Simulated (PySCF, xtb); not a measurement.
CH₉NSi₄, SMILES [SiH3][SiH2][Si@H]1C=N[SiH2]1.

GFN2-xTB in xtb at its own geometry gives an orbital gap of 1.97 eV and a dipole moment of 2.79 D.

Geometry: B3LYP-D3(BJ)/def2-SVP. The structure was generated by enumeration; whether it is a known compound was not checked. Other conformers were not sampled.

Problem. What does PBE0/def2-TZVP run with PySCF give? (Estimate from the structure and the level; the computed values follow.)

Solution. gap 5.38 eV (levels -6.69 and -1.31 eV), dipole 1.71 D.
